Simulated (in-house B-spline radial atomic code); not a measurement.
## Excitations of Ni XVII (Ni16+) by several methods

Full response, energies in eV; labels give the largest channel, * marks a mixed state, a dash one above the method's threshold, and an imaginary frequency an unstable closed-shell reference. Computed with a B-spline radial code for spherical atoms: linear response of the closed shell [Ne] 3s2 with each method's own kernel (bare exchange for TDHF, static screening on G0W0 levels for BSE, the adiabatic kernel for functionals); non-relativistic, point nucleus, no spin-orbit coupling, no double excitations, S, P, D and F terms only.

```tsv
method	3s → 3p 3P	3s → 3p 1P	3s → 3d 3D	α (bohr³)
TDHF	28.252	45.60	88.66	0.2557
PBE	30.76	46.20	86.20	0.2418
BP86	?	?	?	?
B97-1	?	?	?	?
PBEsol	30.53	46.01	86.21	0.243
PBE0	30.29	45.98	86.93	0.246
```

**Question.** What does B97-1 give?

**Answer.** 3s → 3p 3P: 30.19; 3s → 3p 1P: 45.74; 3s → 3d 3D: 86.82; α: 0.2484 (eV, bohr³).

**Question.** What does BP86 give?

**Answer.** 3s → 3p 3P: 30.81; 3s → 3p 1P: 46.08; 3s → 3d 3D: 86.23; α: 0.2431 (eV, bohr³).
